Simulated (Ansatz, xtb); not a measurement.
**C2H6OSn: where a starting geometry ends**

The starting geometry of this gas-phase singlet was built from a drawn formula by distance geometry and a force field; its bonds are those of `C1[CH2][SnH2][O]1`.

```
atom    x (Å)    y (Å)    z (Å)
   C  -0.4030   0.4828   2.1950
   C   0.9457   0.5206   1.6026
   O  -0.9943  -0.6759   1.6097
  Sn   0.5405  -1.2098   0.4485
   H  -0.9740   1.3221   1.9615
   H  -0.3304   0.3057   3.2901
   H   1.7909   0.3348   2.3120
   H   1.0897   1.3958   0.9291
   H   1.3249  -2.6319   1.0291
   H   0.2343  -0.8842  -1.2369
```

**Question.** Where would you expect an optimisation with r2SCAN-D4/def2-SVP to take it?

**Answer.** It keeps its bonds, and is `C1[CH2][SnH2][O]1`.

The energy falls by 0.45 eV over 6 steps:

```json
{"step": "1", "E − E(last) (eV)": "0.446"}
{"step": "2", "E − E(last) (eV)": "0.035"}
{"step": "3", "E − E(last) (eV)": "0.004"}
{"step": "4", "E − E(last) (eV)": "0.001"}
{"step": "5", "E − E(last) (eV)": "0.000"}
{"step": "6", "E − E(last) (eV)": "0.000"}
```

Final geometry (Å):

```xyz
10

C    -0.4161    0.4413    2.2024
C     1.0098    0.5901    1.6153
O    -1.0288   -0.7029    1.6021
Sn    0.5729   -1.1894    0.4466
H    -1.0220    1.3475    2.0003
H    -0.3767    0.3189    3.3037
H     1.8304    0.4752    2.3392
H     1.1778    1.4978    1.0168
H     1.2449   -2.7198    0.8505
H     0.2320   -1.0989   -1.2363
```

From the same start GFN2-xTB reaches the same bonding as this run.

The end wasn't checked by frequencies. Atoms past krypton carry core potentials, without spin–orbit terms. Run with Ansatz 0.2.0, 16 s on 2 threads of Arm Neoverse V1, with other jobs on the host.
